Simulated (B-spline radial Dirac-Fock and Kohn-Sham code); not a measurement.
**Binding energies of Se²⁺**

System: selenium as Se²⁺, configuration [Ar] 3d10 4s2 4p2; nuclear rms radius 4.14 fm (A = 80).

The run's input, task.json:

```json
{"items": [{
  "Z": 34,
  "q": 2,
  "cfg": [[1, 0, 2], [2, 0, 2], [2, 1, 6], [3, 0, 2], [3, 1, 6], [3, 2, 10], [4, 0, 2], [4, 1, 2]],
  "A": 80,
  "rrms": 4.14,
  "do": ["binding"]
}]}
```

Launch: `python xray_run.py task.json out`

These are calculated numbers from a B-spline atomic structure program; the model is Dirac-Fock (average of configuration) total-energy differences with a finite nucleus, the Breit interaction including its frequency dependence, and self-energy and vacuum-polarisation corrections. Electron correlation is not included. Energies are counted from the vacuum level.

All terms are in eV, carry their sign (relaxation lowers the binding energy) and add up to the binding energy; ⟨r⟩ is the mean radius of the orbital in the initial state.

```tsv
subshell	−ε (Koopmans)	relaxation	Breit	QED	binding energy	⟨r⟩ (bohr)
1s	12768.0	-50.50	-18.34	-8.92	12690.3	0.044
2s	1720.1	-24.80	-1.37	-0.97	1692.9	0.195
2p1/2	1538.9	-27.16	-2.40	0.11	1509.5	0.169
2p3/2	1496.7	-26.71	-1.57	0.02	1468.5	0.172
3s	273.7	-6.57	-0.14	-0.15	266.8	0.571
3p1/2	209.9	-6.62	-0.26	0.02	203.0	0.581
3p3/2	203.7	-6.41	-0.14	0.01	?	0.591
3d3/2	93.98	-6.42	-0.02	0.02	87.56	0.620
3d5/2	93.02	-6.34	0.03	0.01	86.72	0.625
4s	42.84	-0.53	-0.01	-0.02	42.28	1.723
4p	30.56	-0.35	-0.01	0.00	30.20	2.014
```

Q: Which binding energy belongs in the row of 3p3/2?

A: 197.1 eV, the sum of the terms in that row (to rounding).

For the deepest level, K (1s), the Breit terms make up -0.145 % of the binding energy, QED -0.070 % and orbital relaxation -0.398 %.

Spin-orbit splittings: 2p 40.99 eV, 3p 5.90 eV, 3d 0.85 eV.

Going to the tabulated ground configuration of the next ion removes an electron from N2,3 (4p), computed at 30.20 eV. NIST lists 31.697 ± 0.019 eV as the ionisation energy of this species (measured), +1.50 eV from the computed value. Where a p, d or f shell is open in either ion the computed value averages over both j values and all terms, while the table refers to the lowest levels; that difference holds spin-orbit splitting (largest in heavy or highly charged ions), term energies where several electrons share open shells, and correlation, and it can reach 10 % or more.
